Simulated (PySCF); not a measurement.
# Orbital picture of RbF⁺

r²SCAN at R = 3.002 Å; PySCF, scalar-relativistic core potentials, basis sets Rb def2-SVP with ECP28, F def2-SVP. State: ²Π (doublet), unpaired electrons π ↑. Only the outer orbitals are listed, counted within each symmetry, core potentials removing the inner ones.

```csv
spin,orbital,occ.,ε (eV),on Rb (%),main shells (%)
α,2σ,1,-39.02,100,100 Rb s
α,3σ,1,-36.39,0,100 F s
α,1π,1,-22.09,100,100 Rb p
α,1π,1,-22.08,100,100 Rb p
α,4σ,1,-22.06,100,100 Rb p
α,2π,1,-18.84,0,100 F p
α,5σ,1,-16.24,1,98 F p
α,2π,1,-16.11,0,100 F p
α,6σ,0,-4.84,100,100 Rb s
α,3π,0,-2.86,100,99 Rb p
α,3π,0,-2.85,100,100 Rb p
β,2σ,1,-39.02,100,100 Rb s
β,3σ,1,-33.52,1,99 F s
β,1π,1,-22.09,100,100 Rb p
β,1π,1,-22.08,100,100 Rb p
β,4σ,1,-22.06,100,100 Rb p
β,5σ,1,-15.38,2,98 F p
β,2π,1,-15.25,1,100 F p
β,2π,0,-12.63,1,99 F p
β,6σ,0,-4.81,100,100 Rb s
β,3π,0,-2.84,100,100 Rb p
```

Which are the highest filled and the lowest empty level, where do they sit, and how wide is the gap?

Highest filled β 2π at -15.25 eV (in %: 100 F p); lowest empty β 2π at -12.63 eV (in %: 99 F p); the gap at r²SCAN is 2.62 eV. Both belong to one degenerate shell, split only by its one-sided filling, so this is no excitation gap.

The bond order (Mayer) is 0.09. The ⟨S²⟩ is 0.752, the charge on Rb (Mulliken, basis-dependent) is 0.96 and the charge on Rb (Löwdin, basis-dependent) is 0.91. The dipole moment (positive dipole points towards F; it is taken about the centre of mass and depends on that origin) is -2.31 D.

Spin–orbit coupling is left out. The state is the lowest determinant that a PBE0 search found; another state may lie lower at other levels.
